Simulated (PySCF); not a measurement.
Delta-SCF ions had no search for a lower state. Excitations are Tamm–Dancoff values on a coarser integration grid. The basis has no diffuse functions, so Rydberg states are missing or too high.

Cartesian coordinates (Å):
```xyz
11

B      2.2009    -0.3191    -0.1142
C      0.6886    -0.2495    -0.0377
S     -0.3255    -1.6801    -0.0060
C     -1.7698    -0.7586     0.0783
C     -1.5325     0.6004     0.0845
C     -0.1450     0.8666     0.0188
F      0.3228     2.1088     0.0119
H      2.8435     0.6992    -0.1328
H      2.7586    -1.3874    -0.1562
H     -2.7407    -1.2517     0.1203
H     -2.3009     1.3714     0.1331
```
Charge 0, spin multiplicity 1.

Q: What is the computed HOMO–LUMO gap, total energy, brightest of the four lowest singlets (TDA), vertical ionisation energy (Delta-SCF) and LUMO (PBE-D3(BJ)/def2-TZVP // B3LYP-D3(BJ)/def2-SVP (PySCF))?

A: 
| Item | Value |
|---|---|
| HOMO–LUMO gap | 3.36 eV |
| total energy | -677.3211 Ha |
| brightest of the four lowest singlets (TDA) | 4.94 eV |
| vertical ionisation energy (Delta-SCF) | 9.24 eV |
| LUMO | -3.00 eV |
